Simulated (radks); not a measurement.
Values are calculated unless marked as measured or tabulated.
Task: All-electron atom: the germanium ion Ge10+ in [Ar] 3d4. Code: a radial shooting solver on a logarithmic mesh with Libxc functionals. Model: Dirac Kohn-Sham, PBE, spin-unpolarised, spherical densities, finite nucleus; open shells fill j = l - 1/2 first; Fermi nuclear charge, rms radius 4.0742 fm. Some entries of the table are withheld. Estimate them.

| orbital | occ. | eigenvalue (eV) | <r> (bohr) |
|---|---|---|---|
| 1s1/2 | 2 | (1) | 0.04701 |
| 2s1/2 | 2 | -1642.344 | 0.2095 |
| 2p1/2 | 2 | -1490.843 | 0.1810 |
| 2p3/2 | 4 | -1458.957 | 0.1846 |
| 3s1/2 | 2 | -408.2226 | 0.5840 |
| 3p1/2 | 2 | -357.3910 | 0.5829 |
| 3p3/2 | 4 | -352.1818 | 0.5905 |
| 3d3/2 | 4 | (2) | 0.5691 |
| 3d5/2 | 0 | (3) | 0.5714 |

Result: 
(1) 1s1/2 eigenvalue (eV): -11224.64
(2) 3d3/2 eigenvalue (eV): -267.1003
(3) 3d5/2 eigenvalue (eV): -266.2055
